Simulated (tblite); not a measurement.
Species: C₅H₁₀NSi (doublet state).
Structure used (GFN2-xTB), in Å, numbered top down from 1:
```xyz
17
C5H10NSi angstrom
C     -2.8176   -0.5821    0.4040
C     -1.5138   -0.4103    0.3503
C     -0.5938    0.6963    0.7897
C      0.6095   -0.2121    0.4235
N      1.5718    0.3037   -0.5066
Si     2.9812    1.1482   -0.0008
C     -0.3745   -1.2656   -0.1345
H     -3.4711    0.1689    0.8156
H     -3.2841   -1.4821    0.0396
H     -0.6725    0.9887    1.8359
H     -0.6578    1.5920    0.1702
H      1.1503   -0.5613    1.3048
H      1.1382    0.5582   -1.3821
H      3.7880    0.2437    0.8065
H      2.7787    2.4490    0.6381
H     -0.3294   -1.3633   -1.2197
H     -0.3102   -2.2598    0.3051
```

Method: GFN2-xTB as coded in tblite; computed harmonic values from a numerical Hessian at the method's own geometry, unscaled. This tight-binding method is rough: wavenumbers can miss measured ones by several per cent, in bad cases by 10 to 20. Modes of hydrogen on silicon can be 10 to 20 % off. One conformer, not necessarily the lowest. Open shells enter through the occupations alone, without spin polarisation, and single modes of such species can be off by tens of per cent.

Harmonic wavenumbers (cm⁻¹): 39.9, 52.3, 118.7, 204.6, 288.7, 335.4, 394.9, 408.4, 505.2, 550.3, 586.6, 640.4, 666.6, 778.3, 813.2, 851.3, 888.7, 926.1, 937.1, 989.0, 1000.3, 1026.2, 1043.4, 1095.4, 1164.2, 1194.9, 1214.6, 1223.7, 1242.9, 1266.4, 1382.6, 1408.9, 1443.5, 1453.4, 1778.5, 2234.6, 2308.7, 2960.5, 2973.8, 2979.8, 2993.5, 2997.6, 3096.4, 3119.9, 3436.8.

A = 7890, B = 1000, C = 933.8 MHz; mass 112.058 u (most abundant isotopes); point group C1, symmetry number 1; spin multiplicity 2.

Zero-point energy?

½Σν̃ = 29508 cm⁻¹ = 84.37 kcal/mol.

What is S at 298.15 K and 1 bar for an ideal gas of classical rigid rotors and harmonic oscillators?

Translation 40.08, rotation 28.17, vibration 23.93, spin (R ln 2) 1.38: S = 93.6 cal/(mol K).

And Cp and H(298.15 K) − H(0)?

Cp = 33.83 cal/(mol K), of which vibrations give 25.89 (their classical limit is 45 R = 89.4); H(298.15 K) − H(0) = 6.06 kcal/mol without the zero-point energy, 3.69 from vibrations.

Which modes carry the vibrational entropy at 298.15 K?

39.9 cm⁻¹: 5.26; 52.3 cm⁻¹: 4.73; 118.7 cm⁻¹: 3.12; 204.6 cm⁻¹: 2.09; 288.7 cm⁻¹: 1.48; 335.4 cm⁻¹: 1.23 cal/(mol K); the other 39 give 6.01 together.

How do the functions run with temperature in this model?

```tsv
T (K)	S (cal/(mol K))	Cp (cal/(mol K))	H − H(0) (kcal/mol)	G − H(0) (kcal/mol)	ln q(vib)
100	68.6	15.9	1.21	-5.65	1.75
200	82.1	24.3	3.21	-13.21	3.80
300	93.8	34.0	6.12	-22.01	5.86
500	115.4	51.0	14.72	-42.96	10.13
800	143.1	66.8	32.60	-81.87	16.51
1000	158.8	73.5	46.67	-112.09	20.53
```

q(vib) and H(0) count from the zero-point level.

Blend soft modes into free rotors: weight 1/[1 + (100 cm⁻¹/ν̃)⁴] for the oscillator and the rest for a rotor with moment μB/(μ + B), μ = h/(8π²ν), B = 10⁻⁴⁴ kg m². What vibrational entropy results?

21.20 cal/(mol K) in place of 23.93, which changes −T·S at 298.15 K by +0.81 kcal/mol.

Hindered rotation and anharmonicity are outside this model. Other conformers, if any are populated, would add a mixing term that is left out. The structure is chiral; the term R ln 2 for an equal mix with its mirror image is left out.
